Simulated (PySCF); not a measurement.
A compound of formula C21H14 has these computed shifts in ppm, with the number of atoms in brackets (GIAO PBE/pcSseg-1, gas phase, PySCF SCF with an in-house response code, fitting set def2-universal-JFIT, grid level 2, non-relativistic, on the GFN2-xTB geometry; 13C, 1H against isolated TMS).

1H: 7.16 (1), 6.94 (1), 6.90 (1), 6.88 (1), 6.86 (1), 6.83 (1), 6.83 (1), 6.80 (1), 6.68 (1), 6.48 (1), 6.48 (1), 2.37 (3)
13C: 148.2 (1), 148.0 (1), 143.5 (1), 143.3 (1), 142.8 (1), 142.4 (1), 142.2 (1), 141.8 (1), 141.1 (1), 140.5 (1), 137.8 (1), 135.2 (1), 131.4 (1), 130.8 (1), 130.7 (1), 130.2 (1), 127.5 (1), 126.5 (1), 126.4 (1), 123.1 (1), 24.0 (1)

(1) Which structure gave them?

## Answers

(1) Cc1cccc2c1-c1cc3c(cc1=C2)-c1ccccc1C=3. Other isomers were not compared.
